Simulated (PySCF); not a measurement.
CH5F2NSi.

```xyz
10

N     -1.9582    -0.5815     0.5114
Si    -0.8052     0.6540     0.1545
C      0.9123    -0.1903     0.1623
F      0.8899    -1.2034    -0.7668
F      1.8847     0.6971    -0.2048
H     -2.8467    -0.3562     0.9444
H     -2.0384    -1.3912    -0.0953
H     -0.9185     1.3180    -1.1785
H     -0.8712     1.6818     1.2294
H      1.2107    -0.6392     1.1281
```
Charge 0, spin multiplicity 1.

Geometry optimised at ωB97X-D3(BJ)/def2-SVP. The structure was generated by enumeration, and PubChem lists no compound with its InChIKey, so it may never have been made. The values are those of a single conformer.

Method: PBE/pcSseg-1 run with PySCF. Non-relativistic, no solvent.

Computed absolute GIAO shielding of each atom: isotropic value and principal components (ppm):
```json
[
 {"atom": "N1", "σ(iso)": "260.8", "σ11": "226.2", "σ22": "259.1", "σ33": "297.2", "span": "71.0"},
 {"atom": "Si2", "σ(iso)": "378.7", "σ11": "343.0", "σ22": "366.3", "σ33": "426.9", "span": "83.9"},
 {"atom": "C3", "σ(iso)": "49.3", "σ11": "29.1", "σ22": "54.6", "σ33": "64.3", "span": "35.2"},
 {"atom": "F4", "σ(iso)": "307.4", "σ11": "178.5", "σ22": "303.1", "σ33": "440.5", "span": "262.0"},
 {"atom": "F5", "σ(iso)": "305.4", "σ11": "177.4", "σ22": "291.9", "σ33": "446.7", "span": "269.2"},
 {"atom": "H6", "σ(iso)": "31.0", "σ11": "23.6", "σ22": "26.7", "σ33": "42.8", "span": "19.1"},
 {"atom": "H7", "σ(iso)": "31.2", "σ11": "23.3", "σ22": "28.3", "σ33": "41.9", "span": "18.5"},
 {"atom": "H8", "σ(iso)": "26.3", "σ11": "22.8", "σ22": "25.0", "σ33": "31.1", "span": "8.3"},
 {"atom": "H9", "σ(iso)": "26.6", "σ11": "23.7", "σ22": "25.2", "σ33": "30.8", "span": "7.1"},
 {"atom": "H10", "σ(iso)": "24.8", "σ11": "22.5", "σ22": "24.9", "σ33": "27.1", "span": "4.6"}
]
```
